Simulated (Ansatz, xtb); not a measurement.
# C6H8Cl2: which of two isomers lies lower

Structure I: `C=C1C[C@@H](Cl)C[C@H]1Cl`, a singlet. Structure II: `CC1=CC[C@@H](Cl)[C@@H]1Cl`, a singlet. Both are isolated molecules in the gas phase, relaxed with PBE-D3(BJ)/def2-SVP; the shapes shown needn't be the lowest conformers.

I (Å):

```xyz
16

C    -0.8537    1.1179    0.5068
C     0.4064    0.6595    0.4335
C     1.3992    0.9163   -0.6844
C     2.7694    0.7300   -0.0233
C     2.5252   -0.4113    0.9703
C     1.0878   -0.2060    1.4888
Cl    3.2548    2.2506    0.8468
Cl    1.0517    0.5735    3.1367
H    -1.4873    0.8964    1.3795
H    -1.2794    1.7526   -0.2859
H     1.2928    0.1361   -1.4738
H     1.2764    1.9015   -1.1722
H     3.5858    0.5210   -0.7390
H     3.2768   -0.4682    1.7783
H     2.5628   -1.3674    0.4033
H     0.5610   -1.1676    1.6363
```

II (Å):

```yaml
atoms:
  - { symbol: C, position_ang: [-1.9289, 1.1969, 0.3356] }
  - { symbol: C, position_ang: [-0.5257, 1.1777, 0.8436] }
  - { symbol: C, position_ang: [0.1255, 2.1085, 1.5790] }
  - { symbol: C, position_ang: [1.5692, 1.7491, 1.8177] }
  - { symbol: C, position_ang: [1.6176, 0.2584, 1.4390] }
  - { symbol: C, position_ang: [0.4232, 0.0609, 0.4898] }
  - { symbol: Cl, position_ang: [1.3332, -0.7694, 2.9142] }
  - { symbol: Cl, position_ang: [0.9816, 0.2654, -1.2568] }
  - { symbol: H, position_ang: [-2.4992, 0.3159, 0.7007] }
  - { symbol: H, position_ang: [-2.4667, 2.1135, 0.6436] }
  - { symbol: H, position_ang: [-1.9318, 1.1416, -0.7740] }
  - { symbol: H, position_ang: [-0.3273, 3.0474, 1.9320] }
  - { symbol: H, position_ang: [1.9216, 1.9219, 2.8539] }
  - { symbol: H, position_ang: [2.2367, 2.3346, 1.1442] }
  - { symbol: H, position_ang: [2.5727, -0.0847, 1.0039] }
  - { symbol: H, position_ang: [0.0009, -0.9601, 0.5345] }
```

Quicker runs give these differences E(II) − E(I): GFN2-xTB −0.173 eV; HF/STO-3G −0.217 eV (at GFN2-xTB geometries); r2SCAN-D4/def2-SVP −0.320 eV (at GFN2-xTB geometries).

Q: Estimate E(II) − E(I) at the level CCSD(T)/def2-SVP + ΔMP2/def2-TZVPP.

A: Calculated at CCSD(T)/def2-SVP + ΔMP2/def2-TZVPP: E(II) − E(I) = −0.264 eV, so structure II lies lower.

Level by level:

```
                             level             geometry  E(II) − E(I) (eV)  departure from the last row (eV)  job, with rough time for the two
                          GFN2-xTB             GFN2-xTB              −0.173                            +0.090              optimisation, 0.14 s
                         HF/STO-3G             GFN2-xTB              −0.217                            +0.046              single point, 0.44 s
                r2SCAN-D4/def2-SVP             GFN2-xTB              −0.320                            −0.056               single point, 4.4 s
               PBE-D3(BJ)/def2-SVP  PBE-D3(BJ)/def2-SVP              −0.302                            −0.038                optimisation, 31 s
                       HF/def2-SVP  PBE-D3(BJ)/def2-SVP              −0.284                            −0.020           part of the CCSD(T) run
                      MP2/def2-SVP  PBE-D3(BJ)/def2-SVP              −0.295                            −0.031           part of the CCSD(T) run
                  CCSD(T)/def2-SVP  PBE-D3(BJ)/def2-SVP              −0.269                            −0.005                      single point
CCSD(T)/def2-SVP + ΔMP2/def2-TZVPP  PBE-D3(BJ)/def2-SVP              −0.264                                               single point, 1.8 min
```

As drawn, both hold the same kinds of bond in the same numbers. Structure I has 0 methyl groups, II 1.

None of the levels shown reverses the order. The largest departure from CCSD(T)/def2-SVP + ΔMP2/def2-TZVPP is that of GFN2-xTB, 0.090 eV. The last row adds to CCSD(T) the change of the MP2 difference between the two basis sets, here +0.005 eV.

With thermal terms from frequencies at re-optimised GFN2-xTB minima (ideal gas, soft modes damped towards free rotors, one conformer each, 298.15 K, 1 atm): the zero-point term adds −0.012 eV; ΔH is −0.263 and ΔG −0.290 eV.

The correlated steps freeze 16 core orbitals. Codes used: Ansatz 0.2.0, xtb 6.7.1; the last row on 4 threads of Arm Neoverse V2 on a shared host.
